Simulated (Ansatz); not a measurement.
Relaxation of a periodic cell of 20 atoms, H2SN2 (contents 4 N2 + 4 SH2, density as packed 0.97 g/cm³ with natural masses), to a largest force component of 0.3 eV/Å in at most 15 steps.

Theory: DFT PBE-D3(BJ), scalar-relativistic, plane waves, PAW (Ansatz 0.2.0). Settings: accuracy low, cutoff 420 eV, k mesh 1x1x1, fermi-dirac smearing 0.02 eV, no spin polarisation.

```xyz
20
Lattice="7.5173 0.0000 0.0000 0.0000 7.5173 0.0000 0.0000 0.0000 7.5173" Properties=species:S:1:pos:R:3
N 0.229 3.346 7.963
N 0.246 3.313 6.833
N 1.951 6.739 7.305
N 2.021 6.046 6.415
N 0.490 -0.102 3.043
N 0.744 0.871 3.558
N 1.305 4.068 2.861
N 2.027 4.871 3.195
S 6.681 0.763 7.015
H 5.484 1.305 6.754
H 6.685 0.036 5.890
S 5.270 5.968 2.113
H 6.147 4.985 2.355
H 4.717 5.882 3.330
S 2.770 2.147 6.383
H 2.866 3.463 6.155
H 2.480 1.867 5.106
S 5.224 2.226 2.633
H 3.887 2.183 2.562
H 5.255 1.671 3.852
```

**Question.** Where does it end, and by what steps?

**Answer.** The run ended unconverged. Limits of this set-up: coarse k mesh, low accuracy level. After 14 steps the energy has fallen by 1.409 eV; H11 moved furthest, 1.22 Å.

```
step  energy less start (eV)  largest force component (eV/Å)  accepted
   0                  0.0000                           3.486       yes
   1                 -0.6275                           0.350       yes
   2                 -0.8971                           0.423       yes
   3                 -1.0218                           1.432       yes
   4                 -1.1136                           1.563       yes
   5                 -1.1830                           2.426       yes
   6                 -1.0836                           4.433        no
   7                 -1.2495                           1.265       yes
   8                 -1.2972                           0.671       yes
   9                 -1.3405                           0.376       yes
  10                 -1.2536                           5.030        no
  11                 -1.3671                           0.357       yes
  12                 -1.3877                           0.768       yes
  13                 -1.3833                           2.211        no
  14                 -1.4092                           0.539       yes
```

```xyz
20
Lattice="7.5173 0.0000 0.0000 0.0000 7.5173 0.0000 0.0000 0.0000 7.5173" Properties=species:S:1:pos:R:3
N -0.339 3.758 7.593
N -0.434 3.641 6.502
N 2.331 6.742 7.109
N 2.380 5.684 6.792
N 1.083 0.173 2.582
N 1.364 0.929 3.336
N 0.993 4.234 3.295
N 1.948 4.677 3.627
S 6.439 -0.070 6.172
H 5.305 0.676 6.346
H 6.135 -0.358 4.880
S 5.128 6.254 2.058
H 6.007 5.262 1.792
H 4.690 5.609 3.164
S 3.264 2.201 6.957
H 3.524 3.390 6.360
H 2.373 1.865 5.996
S 5.147 2.797 3.431
H 3.946 2.369 2.970
H 5.199 1.813 4.356
```

The run took 35 s on 1 thread of Arm Neoverse V2, with other jobs on the host, peak memory 0.48 GiB.
